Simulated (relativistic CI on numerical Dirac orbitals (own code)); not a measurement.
Computed by Dirac-Coulomb-Breit CI, separate exchange-only KLI orbitals for each configuration, QED by a radiative potential, unscaled Slater integrals (own radial code, finite nucleus).

The strongest absorption lines from the ground level of an ion, among the configurations computed and to levels below about 69.4 eV (vacuum wavelength in Å, gf): 197.87 (0.01), 198.53 (0.035), 199.36 (0.036), 200.63 (1.1), 200.80 (0.81), 200.89 (0.53).

(1) Which ion is it?
A. As¹⁰⁺
B. Cu⁶⁺
C. Cu⁴⁺
D. Mn²⁺

Results:

(1) B. Cu⁶⁺ has 23 electrons and the ground level 3s²3p⁶3d⁵ ⁶S5/2; the strongest line goes to 3s²3p⁶3d⁴4p ⁶P°7/2. The pattern of lines fixes the number of electrons, and along that sequence the line energies rise steadily with the charge (about as its square where n changes within one kind of shell, about linearly where n is kept but much faster in heavy ions where fine structure, which grows about as Z⁴, sets the gap, and irregularly where shells cross), which fixes Z. Configurations outside the model, such as inner-shell arrays, can give stronger lines. At this charge configurations can still be misplaced by up to about 7 % of their energy. Terms inside the open d or f shell come out 10 to 20 % too wide with unscaled integrals. 54 of the 69 excited levels that our extract of the measured tables holds in this range could be paired (the sources list more); they are missed by 5508 cm⁻¹ on average and 18496 at most, and levels without a partner can miss by more.

LS names give the leading component of a level, which can be under half, so a name can repeat, a term be missing and a line seem to break the LS rules.
